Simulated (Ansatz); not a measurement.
Isolated molecules relaxed with PBE0-D4/def2-TZVP in Ansatz; ΔE leaves out vibrations. CCSD(T)/CBS adds triple-zeta CCSD(T) − MP2 to the extrapolated MP2 energy (def2 sets, frozen cores). This one scheme is used for every species. Functionals use def2-TZVPP. For Ga outer-core shells are correlated without core-valence functions, which leaves a few kJ/mol of doubt a bond. Scalar relativity is left out up to krypton. Each species was taken in one conformer, which may not be the lowest.

`[CH3][Ga]([NH2])[SH]` + `F[SiH3]` → `[NH2][Ga]([SH])[SiH2]F` + CH₄  (formal exchange of groups at a Ga–C bond)

```tsv
level	ΔE (eV)
LDA (SPW92)	-0.35
PBE-D4	-0.40
BLYP-D4	-0.37
LC-ωPBE	-0.25
RPA@PBE/def2-TZVPP	-0.19
HF/def2-SVP	-0.20
SCS-MP2/def2-TZVPP	-0.15
CCSD/CBS(def2)	-0.20
```

Question: What does CCSD(T)/CBS give? (Estimate.)

Answer: Ansatz gave: -0.21 eV. The listed levels differ from it by -0.14, -0.19, -0.16, -0.04, 0.02, 0.01, 0.06, 0.01 eV.

Largest T1 diagnostic among the species: 0.013.

Leaving LDA and LC-ωPBE aside and taking each functional with its dispersion term where it has one, the values, not all of them listed here, spread over 0.17 eV, from PBE-D4 to PBE-QIDH. LDA lies +0.04 eV from PBE without D4. From r2SCAN to r2SCAN0 (25 % exact exchange), in def2-TZVPP and without D4, ΔE moves by +0.04 eV. At CCSD(T), def2-SVP lies −0.04 eV from the extrapolated value and def2-TZVPP +0.01 eV.
